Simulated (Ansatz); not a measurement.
Start from `O[SiH2]I` and change one atom or group to get `CB[SiH](O)I`.

Ansatz, PBE0-D4/def2-TZVP geometries, multiplicity 1. Each molecule was computed in one conformer, which needn't be the lowest.

Elements past krypton have def2 core potentials.  Spin–orbit coupling is left out; it splits and shifts lone-pair levels of the heavy atoms by tenths of an eV.

```csv
property,`O[SiH2]I`
size of the dipole moment (B3LYP/def2-TZVPP) / D,1.30
LUMO energy (ωB97M-V/def2-TZVPP) / eV,1.50
HOMO energy (ωB97M-V/def2-TZVPP) / eV,-9.82
HOMO–LUMO gap (PBE0/def2-TZVPP) / eV,7.40
HOMO energy (B3LYP/def2-TZVPP) / eV,-7.44
HOMO energy (PBE0/def2-TZVPP) / eV,-7.69
```

**Question.** What does the change do to each property? (Estimate.)

**Answer.** Computed: 
| property | `CB[SiH](O)I` | shift |
| --- | --- | --- |
| size of the dipole moment (B3LYP/def2-TZVPP) / D | 1.73 | 0.43 |
| LUMO energy (ωB97M-V/def2-TZVPP) / eV | 0.05 | -1.45 |
| HOMO energy (ωB97M-V/def2-TZVPP) / eV | -9.40 | 0.42 |
| HOMO–LUMO gap (PBE0/def2-TZVPP) / eV | 5.52 | -1.88 |
| HOMO energy (B3LYP/def2-TZVPP) / eV | -7.13 | 0.31 |
| HOMO energy (PBE0/def2-TZVPP) / eV | -7.34 | 0.35 |

With PBE0 the HOMO rises by 0.35 eV and the LUMO falls by 1.54 eV, so the gap narrows by about 1.89 eV. PBE moves the HOMO by 0.29 eV and ωB97M-V by 0.42 eV. Dipoles are sizes alone; their direction can turn.

B3LYP here is the variant with VWN-RPA as its local correlation; programs differ in this.
